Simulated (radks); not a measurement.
The numbers below are computed, except where a source is named.
Trend from Sc to Zn: ionisation energy by Delta-SCF between NIST ground configurations, and size. Code: a radial shooting solver on a logarithmic mesh with Libxc functionals. Model: Dirac Kohn-Sham, BLYP, spin-unpolarised, spherical densities, point nucleus; open shells are shared between the two j in proportion to 2j + 1.

species	configuration	configuration of the ion	IE (eV)	NIST (eV)	kind	outermost	<r> outermost (bohr)
Sc	[Ar] 3d1 4s2	[Ar] 3d1 4s1	6.824	6.561	exp.	4s1/2	3.71
Ti	[Ar] 3d2 4s2	[Ar] 3d2 4s1	7.287	6.828	exp.	4s1/2	3.51
V	[Ar] 3d3 4s2	[Ar] 3d4	7.270	6.746	exp.	4s1/2	3.35
Cr	[Ar] 3d5 4s1	[Ar] 3d5	6.970	6.767	exp.	4s1/2	3.43
Mn	[Ar] 3d5 4s2	[Ar] 3d5 4s1	8.401	7.434	exp.	4s1/2	3.09
Fe	[Ar] 3d6 4s2	[Ar] 3d6 4s1	8.728	7.902	exp.	4s1/2	2.99
Co	[Ar] 3d7 4s2	[Ar] 3d8	6.630	7.881	exp.	4s1/2	2.89
Ni	[Ar] 3d8 4s2	[Ar] 3d9	6.497	7.640	exp.	4s1/2	2.81
Cu	[Ar] 3d10 4s1	[Ar] 3d10	8.277	7.726	exp.	4s1/2	2.93
Zn	[Ar] 3d10 4s2	[Ar] 3d10 4s1	9.940	9.394	exp.	4s1/2	2.65

Reference values: NIST Atomic Spectra Database (measured). Spin polarisation and multiplet splitting are left out, so open shells lie too high by an amount that depends on their filling.

Beside tabulated values, note that spin-unpolarised runs miss the spin-polarisation part of the exchange energy of open shells.
